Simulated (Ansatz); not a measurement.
A structure relaxed at PBE0-D4/def2-TZVP, charge 0, multiplicity 2:

```xyz
10

C    -1.036    0.105    1.163
C     0.137    0.655    0.478
Ge    0.628   -0.469   -1.087
H    -0.928   -0.673    1.908
H    -2.036    0.341    0.823
H     1.021    0.687    1.120
H    -0.040    1.660    0.086
H    -0.554   -0.519   -2.070
H     0.945   -1.897   -0.610
H     1.863    0.108   -1.811
```

Question: Give its formula and SMILES.

Answer: C2H7Ge, `[CH2][CH2][GeH3]`.

Question: Point group (tolerance 0.08 Å, 0.16 Å for H)?

Answer: Cs.

Question: Summarise the bond lengths by kind.

Answer: 1 × C–C 1.465 Å; 4 × C–H 1.082 to 1.093 Å; 1 × C–Ge 1.989 Å; 3 × Ge–H 1.538 to 1.543 Å.

Program: Ansatz 0.2.0.
